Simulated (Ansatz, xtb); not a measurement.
## Two structures of CFGeSi

Structure I: a doublet given by its coordinates. Structure II: `[F][Ge]=[C]=[Si]`, a doublet. Both are isolated molecules in the gas phase, relaxed with PBE0-D3(BJ)/def2-SVP.

I (Å):

```yaml
atoms:
  - { symbol: C, position_ang: [0.5427, -0.4757, 0.3799] }
  - { symbol: F, position_ang: [-1.8974, 0.6604, -0.8082] }
  - { symbol: Ge, position_ang: [2.0327, -0.8954, 1.2454] }
  - { symbol: Si, position_ang: [-0.6109, 0.7713, 0.1812] }
```

Close contacts (Å): C1–Ge3 1.77, C1–Si4 1.71, F2–Si4 1.63.

II (Å):

```xyz
4

C    -0.4364    0.0913   -0.5450
F     1.1755   -1.0483    1.6952
Ge   -0.4194   -0.5415    1.1736
Si   -1.0885    0.7455   -1.9786
```

Q: Estimate which is lower in electronic energy at CCSD(T)/def2-SVP + ΔMP2/def2-TZVPP, and by roughly how much.

A: The CCSD(T)/def2-SVP + ΔMP2/def2-TZVPP calculation puts structure I lower, by 21.9 kcal/mol.

How the difference moves with the method:

```tsv
level	geometry	E(II) − E(I) (kcal/mol)	departure from the last row (kcal/mol)	job, with rough time for the two
PBE0-D3(BJ)/def2-SVP	PBE0-D3(BJ)/def2-SVP	+18.2	−3.7	optimisation, 2.2 min
HF/def2-SVP	PBE0-D3(BJ)/def2-SVP	+11.8	−10.1	part of the CCSD(T) run
MP2/def2-SVP	PBE0-D3(BJ)/def2-SVP	+27.1	+5.1	part of the CCSD(T) run
CCSD(T)/def2-SVP	PBE0-D3(BJ)/def2-SVP	+18.0	−4.0	single point
CCSD(T)/def2-SVP + ΔMP2/def2-TZVPP	PBE0-D3(BJ)/def2-SVP	+21.9		single point, 2.1 min
```

None of the levels shown reverses the order. The largest departure from CCSD(T)/def2-SVP + ΔMP2/def2-TZVPP is that of HF/def2-SVP, 10.1 kcal/mol. Levels run at GFN2-xTB geometries aren't shown. The last row adds to CCSD(T) the change of the MP2 difference between the two basis sets, here +4.0 kcal/mol, a large step that makes the value less sure.

With harmonic frequencies from PBE0-D3(BJ)/def2-SVP (ideal gas, rigid rotor, one conformer each, 298.15 K, 1 atm): on the last row, ΔE + ΔZPE = +21.4 kcal/mol. A mode under 50 cm⁻¹ makes harmonic enthalpies and free energies unreliable, so none is given.

The T1 diagnostic of structure II is large, so the coupled-cluster value is less sure. Open shells are spin-unrestricted. The correlated steps freeze 16 core orbitals; the filled d shell of Ge is correlated, in a basis made for valence electrons. Programs: Ansatz 0.2.0; the last row on 1 thread of Arm Neoverse V2 on a shared host.
